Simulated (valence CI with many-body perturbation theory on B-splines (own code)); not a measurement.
## How close is CI+MBPT for S I?

Method: configuration interaction combined with many-body perturbation theory (CI+MBPT): six valence electrons over a frozen Dirac-Fock core [Ne], a basis of 9 s, 9 p, 8 d, 6 f, 3 g, 1 h functions for each j, with the one-electron correlation potential Σ1 (screened to all orders), the two-electron term Σ2, the three-electron term Σ3, Breit, model QED; selected single and double excitations, second order for the rest, scaled by the run's own slope (own B-spline code, finite nucleus).

Set against measurement, 29 paired levels are off by 270 cm⁻¹ on average, the worst by 480. Among the levels kept, up to 3200 cm⁻¹ of a level comes from second order outside the variational space, and about a tenth of that is noise between levels of different J, which matters for small intervals.

Measured levels: NIST Handbook of Basic Atomic Spectroscopic Data (Sansonetti and Martin, J. Phys. Chem. Ref. Data 34, 1559 (2005)). Pairs share parity and J, and are chosen by configuration, term and nearness in energy; levels without a clear partner are left out. Energies in cm⁻¹ above the measured ground level.

Names give the largest LS component (configuration and term), which can be under half, so a name can repeat, a term be missing and a line seem to break the LS rules; names also repeat where a configuration has a term twice.

```csv
Computed label,Label in the source,Measured,Computed,Difference
3s²3p⁴ ³P_2,3s2 3p4 3P,0,0.0,0
3s²3p⁴ ³P_1,3s2 3p4 3P,396.1,347.7,-48
3s²3p⁴ ³P_0,3s2 3p4 3P,573.6,416.8,-157
3s²3p⁴ ¹D_2,3s2 3p4 1D,9238.6,9345.1,+106
3s²3p⁴ ¹S_0,3s2 3p4 1S,22180.0,22285.3,+105
3s²3p³4s ⁵S°_2,3s2 3p3(4S°) 4s 5S°,52623.6,52205.1,-419
3s²3p³4s ³S°_1,3s2 3p3(4S°) 4s 3S°,55330.8,54928.1,-403
3s²3p³4p ⁵P_1,3s2 3p3(4S°) 4p 5P,63446.1,63050.1,-396
3s²3p³4p ⁵P_2,3s2 3p3(4S°) 4p 5P,63457.1,63072.1,-385
3s²3p³4p ⁵P_3,3s2 3p3(4S°) 4p 5P,63475.1,62997.3,-478
3s²3p³4p ³P_1,3s2 3p3(4S°) 4p 3P,64889.0,64513.5,-375
3s²3p³4p ³P_0,3s2 3p3(4S°) 4p 3P,64891.4,64411.4,-480
3s²3p³4p ³P_2,3s2 3p3(4S°) 4p 3P,64892.6,64527.4,-365
3s²3p³4s ³D°_1,3s2 3p3(2D°) 4s 3D°,67816.4,67617.3,-199
3s²3p³4s ³D°_2,3s2 3p3(2D°) 4s 3D°,67825.2,67617.7,-207
3s²3p³4s ³D°_3,3s2 3p3(2D°) 4s 3D°,67842.9,67635.7,-207
3s²3p³3d ⁵D°_4,3s2 3p3(4S°) 3d 5D°,67877.6,67530.6,-347
3s²3p³3d ⁵D°_0,3s2 3p3(4S°) 3d 5D°,67884.2,67459.5,-425
3s²3p³3d ⁵D°_1,3s2 3p3(4S°) 3d 5D°,67885.5,67659.1,-226
3s²3p³3d ⁵D°_2,3s2 3p3(4S°) 3d 5D°,67887.8,67698.7,-189
3s²3p³3d ⁵D°_3,3s2 3p3(4S°) 3d 5D°,67890.0,67690.3,-200
3s²3p³4s ¹D°_2,3s2 3p3(2D°) 4s 1D°,69237.9,69026.9,-211
3s²3p³3d ³D°_1,3s2 3p3(4S°) 3d 3D°,70164.6,69851.3,-313
3s²3p³3d ³D°_2,3s2 3p3(4S°) 3d 3D°,70166.2,69886.1,-280
3s²3p³3d ³D°_3,3s2 3p3(4S°) 3d 3D°,70174.0,69896.3,-278
3s²3p³5s ⁵S°_2,3s2 3p3(4S°) 5s 5S°,70702.8,70428.6,-274
3s²3p³5s ³S°_1,3s2 3p3(4S°) 5s 3S°,71351.4,71012.5,-339
3s3p⁵ ³P°_2,3s 3p5 3P°,72023.5,71942.5,-81
3s3p⁵ ³P°_1,3s 3p5 3P°,72382.3,72362.0,-20
3s3p⁵ ³P°_0,3s 3p5 3P°,72571.6,72264.9,-307
```

Over 29 excited levels the mean absolute difference is 270 cm⁻¹, the median 278 and the largest 480. The comparison draws on a selection of the measured levels: 30 of the 30 computed ones have a partner in it, and others may be off by more.

Rates against NIST Handbook of Basic Atomic Spectroscopic Data (Sansonetti and Martin, J. Phys. Chem. Ref. Data 34, 1559 (2005)):

| λ vac, measured (nm) | Upper | Lower | A computed (s⁻¹) | A tabulated (s⁻¹) |
| --- | --- | --- | --- | --- |
| 142.50 | 3s²3p³3d ³D°_3 | 3s²3p⁴ ³P_2 | 2.99e+08 | 2.92e+08 |
| 143.33 | 3s²3p³3d ³D°_2 | 3s²3p⁴ ³P_1 | 2.30e+08 | 2.16e+08 |
| 143.33 | 3s²3p³3d ³D°_1 | 3s²3p⁴ ³P_1 | 1.31e+08 | 1.20e+08 |
| 147.40 | 3s²3p³4s ³D°_3 | 3s²3p⁴ ³P_2 | 1.32e+08 | 1.82e+08 |
| 166.67 | 3s²3p³4s ¹D°_2 | 3s²3p⁴ ¹D_2 | 4.42e+08 | 6.30e+08 |
| 180.73 | 3s²3p³4s ³S°_1 | 3s²3p⁴ ³P_2 | 2.88e+08 | 3.08e+08 |
| 182.03 | 3s²3p³4s ³S°_1 | 3s²3p⁴ ³P_1 | 1.68e+08 | 1.70e+08 |
| 182.62 | 3s²3p³4s ³S°_1 | 3s²3p⁴ ³P_0 | 5.50e+07 | 5.49e+07 |
| 921.54 | 3s²3p³4p ⁵P_3 | 3s²3p³4s ⁵S°_2 | 2.78e+07 | 3.00e+07 |
| 923.06 | 3s²3p³4p ⁵P_2 | 3s²3p³4s ⁵S°_2 | 2.83e+07 | 2.80e+07 |
| 924.01 | 3s²3p³4p ⁵P_1 | 3s²3p³4s ⁵S°_2 | 2.82e+07 | 2.80e+07 |
| 1045.83 | 3s²3p³4p ³P_2 | 3s²3p³4s ³S°_1 | 2.22e+07 | 2.20e+07 |
| 1045.96 | 3s²3p³4p ³P_0 | 3s²3p³4s ³S°_1 | 2.14e+07 | 2.20e+07 |
| 1046.23 | 3s²3p³4p ³P_1 | 3s²3p³4s ³S°_1 | 2.21e+07 | 2.20e+07 |
